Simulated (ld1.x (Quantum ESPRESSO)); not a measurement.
**Mo: one change to a TM potential, before and after**

ld1.x (Quantum ESPRESSO) 7.5 input, shortened:

```
&input
   title='Mo', zed=42., rel=1, dft='PBE', iswitch=3,
   config='[Kr] 4d4 5s0 5p0'
 /
 &inputp
   pseudotype=2, tm=.true., lloc=1,
   nlcc=.true., new_core_ps=.true., rcore=1.05
 /
3
4S  1  0   2.00   0.00  1.10  1.10  0.0
4D  3  2   4.00   0.00  1.50  1.50  0.0
4P  2  1   6.00   0.00  1.65  1.65  0.0
 &test
   configts(1)='4s2 4p6 4d4 5s0 5p0'
 /
```

All-electron outer shells of the reference configuration (PBE, scalar-relativistic, ld1.x):

```tsv
shell	level (eV)	outermost node (bohr)	outermost maximum (bohr)
3d	-239.60	–	0.32
4s	-82.75	0.51	0.99
4p	-56.75	0.52	1.06
4d	-20.83	0.53	1.35
5s	-17.70	1.32	2.62
5p	-12.69	1.49	3.12
```

Change: all radii but the core radius scaled by about 1.05 (s 1.16, p 1.74, d 1.58 bohr).

Cutoffs: the cutoffs (Ry, on a coarse ladder) from which the occupation-weighted sum of valence levels, in a spherical-Bessel basis at the reference potential, stays within 10 and 1 mRy of its value at 400 Ry; they do not see the model core or the augmentation charge, which bear on the density cutoff. Errors are all-electron minus pseudo energies relative to the spin-unpolarised reference configuration.

How do hardness, ghosts and transferability respond?

The potential gets neither clearly harder nor softer (100 Ry and 180 Ry → 100 Ry and 180 Ry); of the 7 tests that both files solve, the error grows in 7 and shrinks in 0 by more than 15 % and 0.3 meV (median size 44.3 → 55.9 meV); neither file shows a bound ghost. More of the atom is replaced by a form fitted at one configuration, so other configurations suffer.

| quantity | base | changed |
| --- | --- | --- |
| cutoff, loose | 100 Ry | 100 Ry |
| cutoff, tight | 180 Ry | 180 Ry |
| bound ghosts | none | none |
| error for 4s2 4p6 4d5 5s1 5p0, meV [ΔE -22.35 eV] | +88 | +113 |
| error for 4s2 4p6 4d5 5s0 5p0, meV [ΔE -15.46 eV] | +4.1 | +5.1 |
| error for 4s2 4p6 4d3 5s0 5p0, meV [ΔE 26.74 eV] | +7.9 | +9.6 |
| error for 4s1 4p6 4d5 5s1 5p0, meV [ΔE 47.85 eV] | +120 | +158 |
| error for 4s2 4p6 4d4 5s1 5p0, meV [ΔE -14.29 eV] | +127 | +162 |
| error for 4s2 4p6 4d5 5s0 5p1, meV [ΔE -19.21 eV] | +44 | +56 |
| error for 4s2 4p6 4d2 5s0 5p0, meV [ΔE 66.25 eV] | +41 | +49 |
